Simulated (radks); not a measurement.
Results of a calculation; reference values are marked as such.
Valence configurations of Tb+ (all share [Xe]). Level of theory: scalar-relativistic Kohn-Sham, BLYP, spin-unpolarised, spherical densities, finite nucleus; Fermi nuclear charge, rms radius 5.06 fm (a radial shooting solver on a logarithmic mesh with Libxc functionals). Energies are relative to 4f9 6s1; eigenvalues in eV.

| valence | E (eV) | e(4f) | e(5d) | e(6p) | e(6s) |
|---|---|---|---|---|---|
| 4f9 6s1 | 0.000 | -9.206 | - | - | -8.785 |
| 4f7 6s1 6p2 | 24.322 | -29.646 | - | -8.168 | -12.970 |
| 4f8 6s1 6p1 | 7.711 | -18.711 | - | -6.853 | -10.945 |
| 4f9.5 6s0.5 | 0.442 | -5.957 | - | - | -8.098 |
| 4f8 6s2 | 3.694 | -17.427 | - | - | -10.232 |
| 4f10 | 1.985 | -3.615 | - | - | - |
| 4f9 6p1 | 3.461 | -10.503 | - | -6.019 | - |
| 4f7.5 6s1 6p1.5 | 14.812 | -24.030 | - | -7.523 | -11.972 |
| 4f8.5 6s0.5 6p1 | 4.731 | -14.380 | - | -6.436 | -10.245 |
| 4f9 5d1 | 2.051 | -7.629 | -5.910 | - | - |

NIST lists [Xe] 4f9 6s1 as the ground configuration; this level of theory agrees among the configurations tried. The energies are those of spherical spin-averaged densities, not of single terms.
